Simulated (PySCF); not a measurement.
# One molecule, several mistakes: H4OSi2

All numbers below are calculated, not measured. The program is PySCF 2.14.0, an open-source quantum chemistry code, run on an isolated molecule that a program drew, which may never have been made. The molecule is H4OSi2 (charge 0, singlet), drawn as the SMILES string `[SiH]O[SiH3]`.

Each row is a Hartree-Fock (HF) and frozen-core CCSD(T) single point in the cc-pV(D+d)Z basis, meant for a local HF minimum. Run 1 is clean. Each other run has one planted mistake out of seven kinds, and not every kind appears here: one electron removed, one electron added, multiplicity raised by two, geometry at a saddle point, minimal basis STO-3G, one bond length entered in bohr, all coordinates scaled. The reference is restricted for singlets and unrestricted otherwise, and also for a bond in bohr. Adding or removing an electron swaps singlet and doublet. Electrons count all cores. HOMO and LUMO are orbital energies over both spins, the gradient is its largest component, and the lowest frequency (negative if imaginary) is given only where the gradient is small. Bond lengths are over the 6 bonds as drawn. T1 is the CCSD diagnostic: over 0.02 (restricted) or 0.045 (unrestricted) a single reference is doubtful.

Geometry of the clean run:
```xyz
7
H4OSi2, angstrom
Si    1.1196    0.0966   -0.6653
O    -0.2674    0.7683   -0.0740
Si   -1.8209    1.2749   -0.3261
H     0.6633   -0.1235   -2.1123
H    -1.9095    2.7166   -0.0215
H    -2.7212    0.5212    0.5686
H    -2.2071    1.0393   -1.7338
```

| run | electrons | basis functions | <S^2> | HOMO (eV) | LUMO (eV) | gradient (hartree/bohr) | lowest frequency (cm^-1) | mean bond (Å) | longest bond (Å) | T1 | HF (hartree) | CCSD(T) (hartree) | mistake |
|---|---|---|---|---|---|---|---|---|---|---|---|---|---|
| 1 | 40 | 80 | 0.000 | -8.97 | 1.16 | 7.7e-07 | 67 | 1.5447 | 1.653 | 0.0153 | -655.09391 | -655.51375 | no fault |
| 2 | 41 | 80 | 0.774 | -0.31 | 7.99 | 8.4e-02 | - | 1.5447 | 1.653 | 0.0164 | -655.07747 | -655.50223 | one electron added |
| 3 | 40 | 80 | 0.853 | -7.22 | 0.91 | 7.7e-03 | - | 1.7720 | 2.897 | 0.0494 | -655.00969 | -655.41781 | one bond length entered in bohr |
| 4 | 39 | 80 | 0.773 | -16.94 | -7.13 | 9.3e-02 | - | 1.5447 | 1.653 | 0.0258 | -654.79922 | -655.19294 | one electron removed |
| 5 | 40 | 80 | 2.007 | -7.61 | 0.25 | 2.6e-02 | - | 1.5447 | 1.653 | 0.0191 | -655.04837 | -655.44325 | ? |

**Which mistake was planted in run 5, and what did it cost?**

Electrons, basis and geometry are unchanged, and <S^2> is 2.007, beside S(S+1) = 2.00 for a multiplicity of 3. So the mistake is: multiplicity raised by two. Subtracting run 1 and multiplying by 627.51 kcal/mol a hartree, the energy moved by 28.6 kcal/mol in HF and 44.2 kcal/mol in CCSD(T).

Cautions from the logs. Run 2: the added electron raises the CCSD(T) energy, so it isn't bound in this basis; run 3: T1 is over the limit, so its CCSD(T) energy is less reliable.
